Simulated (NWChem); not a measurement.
Species: CH₂ClF; SMILES FCCl

All runs: NWChem. The geometry was optimised at PBE0/def2-SVP.

For level TPSS/def2-TZVPD:

```
Property                     Result
---------------------------  ------
highest occupied level (eV)   -7.53
orbital gap (eV)               6.89
```

### Question
Estimate the same quantities for level CAM-B3LYP/def2-TZVPD.

### Answer
* **highest occupied level (eV)**: -10.30
* **orbital gap (eV)**: 11.05
